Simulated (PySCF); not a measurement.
These compounds are isomers of formula C7H7Cl3.

A. `C=C/C=C\C=C/C(Cl)(Cl)Cl`
B. SMILES C=C/C=C/C=C/C(Cl)(Cl)Cl
C. `C=C/C=C(Cl)/C=C/C(Cl)Cl`

Spectrum 1. ¹H NMR (400 MHz, computed): δ 6.97 (m, 1H), 6.74 (m, 1H), 6.72 (m, 1H), 6.45 (m, 1H), 6.17 (d, 1H), 5.79 (m, 1H), 5.72 (m, 1H). ¹³C{¹H} NMR (computed): δ 149.0 (CH), 145.0 (CH), 142.1 (CH), 139.6 (CH), 137.4 (CH), 130.3 (CH2), 119.5 (C).

Spectrum 2. ¹H NMR (400 MHz, computed): δ 7.39 (m, 1H), 7.19 (m, 1H), 6.88 (m, 1H), 6.58 (m, 1H), 6.48 (d, 1H), 5.84 (m, 1H), 5.82 (m, 1H). ¹³C{¹H} NMR (computed): δ 144.3 (CH), 141.9 (CH), 138.3 (CH), 136.9 (CH), 132.1 (CH), 132.1 (CH2), 117.1 (C).

Spectrum 3. ¹H NMR (400 MHz, computed): δ 7.33 (m, 1H), 6.63 (m, 1H), 6.48 (d, 1H), 6.19 (d, 1H), 6.16 (d, 1H), 5.83 (m, 1H), 5.79 (m, 1H). ¹³C{¹H} NMR (computed): δ 142.2 (C), 141.3 (CH), 141.2 (CH), 141.0 (CH), 134.5 (CH), 131.4 (CH2), 86.3 (CH).

No solvent model, equivalent nuclei averaged, one computed conformer, relativity neglected. GFN2-xTB structure; NMR shieldings at PBE0/pcSseg-1/GIAO; PySCF 2.14.0 with density-fitted response routines.

δ = σ(ref) − σ, references computed at the same level: ¹H, ¹³C against TMS. Where no couplings were computed, multiplicities follow the n + 1 count of equivalent neighbours, and m marks all less simple cases (inequivalent or close neighbours, rings, F or P nearby). Shifts are as computed. Against solution values, carbons near 30 ppm lie about +3 ppm off and those near 130 ppm about +5 ppm; carbons on Cl a further +6 ppm. Of 1211 compounds with measured shifts, 218 miss one by over three times the rms of a fit or turn the order of signals round; such compounds aren't used in these exercises. Carbons bonded to Cl come out too deshielded.

Which spectrum belongs to which compound?

Answers

1–B, 2–A, 3–C.

- Spectrum 1 (B): 7 ¹³C signals; δC 149.0 is an alkene CH; δC 145.0 is an alkene CH.
- Spectrum 2 (A): 7 ¹³C signals; δC 144.3 is an alkene CH; δC 141.9 is an alkene CH.
- Spectrum 3 (C): 7 ¹³C signals; δC 142.2 is a fully substituted alkene carbon; δC 141.3 is an alkene CH.
